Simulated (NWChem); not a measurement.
System: SiHSCl3; SMILES S[Si](Cl)(Cl)Cl

```xyz
6

S      0.9827     1.8762    -0.0514
Si     0.0038     0.0024     0.0004
Cl     0.5434    -1.1082     1.6340
Cl    -1.9947     0.4094     0.0808
Cl     0.4051    -1.1290    -1.6585
H      2.2180     1.3260    -0.0901
```
Atoms are numbered in this order, from 1.

Results from NWChem. Pople sets run with spherical d functions. STO-3G and 3-21G are far too small for this property and stand as cheap habits. Geometry: optimised at PBE0/def2-SVP. Field at 589 nm.

```tsv
level	isotropic polarisability (bohr³)	anisotropy (bohr³)
B3LYP/STO-3G	32.7	6.4
B3LYP/6-31G*	66.3	6.8
B3LYP/def2-SVP	61.6	7.1
B3LYP/def2-SVPD	[?]	6.2
B3LYP/aug-cc-pVDZ	88.1	6.2
```

Complete the blanks.


- B3LYP/def2-SVPD, isotropic polarisability (bohr³): 88.8
